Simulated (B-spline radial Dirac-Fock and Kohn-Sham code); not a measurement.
**N⁺ in Watson spheres of different radius**

Method: ΔSCF Dirac-Fock with Breit, self-energy and vacuum polarisation, finite nucleus, configuration average. Computed with a B-spline atomic structure program. The ion, [He] 2s2 2p2, sits in a hollow sphere of charge Q = -1, a simple model of the Madelung potential. Inside the sphere an electron's potential energy is raised by the constant 14.40·|Q|/R eV, so binding energies fall by about that much as long as the orbitals stay inside.

```
radius (Å)  14.40 |Q|/R (eV)  1s (eV)  2s (eV)  2p (eV)
       1.6              9.00    423.6    29.84    19.10
       2.2              6.55    426.0    32.26    21.52
```

From the smallest to the largest radius 1s moves by +2.4 eV, while the constant potential alone would give +2.5 eV; the difference comes from charge outside the sphere and its screening.
